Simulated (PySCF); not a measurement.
What the settings do

Molecule: `[SiH3]S[SiH2]Cl`, ClH$_{5}$SSi$_{2}$; geometry GFN2-xTB.

Geometry:
```json
{"atom": "Si1", "x (Å)": "-1.696", "y (Å)": "-0.092", "z (Å)": "-0.249"}
{"atom": "S2", "x (Å)": "-0.034", "y (Å)": "1.239", "z (Å)": "-0.588"}
{"atom": "Si3", "x (Å)": "1.663", "y (Å)": "0.245", "z (Å)": "0.265"}
{"atom": "Cl4", "x (Å)": "1.872", "y (Å)": "-1.622", "z (Å)": "-0.453"}
{"atom": "H5", "x (Å)": "-2.818", "y (Å)": "0.680", "z (Å)": "-0.751"}
{"atom": "H6", "x (Å)": "-1.773", "y (Å)": "-0.355", "z (Å)": "1.183"}
{"atom": "H7", "x (Å)": "-1.458", "y (Å)": "-1.319", "z (Å)": "-0.995"}
{"atom": "H8", "x (Å)": "2.779", "y (Å)": "1.075", "z (Å)": "-0.142"}
{"atom": "H9", "x (Å)": "1.479", "y (Å)": "0.156", "z (Å)": "1.705"}
```

All runs: PySCF 2.14, non-relativistic, gas phase unless a solvent (IEF-PCM) is named; grid level 2, GIAOs and SCF threshold 1e-9 unless changed. The yardstick, PBE0/pcSseg-1, gives these isotropic shieldings σ (ppm, equivalent atoms averaged): Si3 356.6, Si1 408.8, S2 759.4, Cl4 950.6, H8/H9 26.03, H5/H6/H7 27.00.

**Question.** What do these inputs give? (1) PBE0/pcSseg-1; (2) PBE/IGLO-II; damp 0.1; (3) X3LYP/pcseg-1; max_cycle 68; mult 3; altered: mult 3

**Answer.** 
```tsv
run	outcome	functions	wall time	Si3	Si1	S2	Cl4	H8/H9	H5/H6/H7
1	converged	121	7.7 s	356.6	408.8	759.4	950.6	26.03	27.00
2	converged	170	19 s	346.2	397.8	730.0	921.9	25.61	26.79
3	refused	–	7.5 s	–	–	–	–	–	–
```

Times are on 1 thread of an Arm Neoverse V1, shared host.

**Question.** Comment on the technical settings and failures.

**Answer.** 
- Run 2: The functional and orbital basis differ from the yardstick's, which in itself moves the values. The damping changes the path of the SCF (18 cycles), not the solution, provided the same state is reached.
- Run 3: The program stopped with: NotImplementedError: this response code serves closed shells only; the SCF ended at -1440.09225918 Eh with <S^2> = 2.0040 Charge 0 and multiplicity 3 describe another species than the intended molecule, on its geometry.

Run 3 was set up unsoundly or failed; its numbers aren't to be quoted as properties of the molecule.
